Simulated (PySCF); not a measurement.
**Correlation energy of Cl²⁺ (chlorine, charge +2)**

[Ne] 3s1 3p4, high-spin 4P determinant (an excited configuration). All numbers are calculated (PySCF 2.14, the non-relativistic Hamiltonian (point nucleus), in aug-cc-pwCVDZ). Frozen: 1s2; 13 electrons correlated.

```csv
level,correlation energy (mhartree)
CCSD,-262.51
(T),-5.69
CCSD(T),-268.20
```

Diagnostics: T1 = 0.0068, D1 = 0.0268, largest double amplitude 0.197.

A double-excitation amplitude exceeds 0.15, a sign of near-degeneracy.

Cost of the coupled-cluster step: about 2.8 core-seconds, for 13 correlated electrons.
